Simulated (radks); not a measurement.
All-electron atom: Ta70+ in [He] 2s1. All-electron calculation, Dirac Kohn-Sham, BLYP, spin-unpolarised, spherical densities, finite nucleus; Fermi nuclear charge, rms radius 5.3507 fm. Program: a radial shooting solver on a logarithmic mesh with Libxc functionals.

Unscreened Slater integrals over Kohn-Sham orbitals (cm^-1). Large and small components are both included.

integral,value
"F0(2s1/2,2s1/2)",2663600
"F0(2s1/2,1s1/2)",3833600
"G0(2s1/2,1s1/2)",465620
"F0(1s1/2,1s1/2)",1.1220e+07
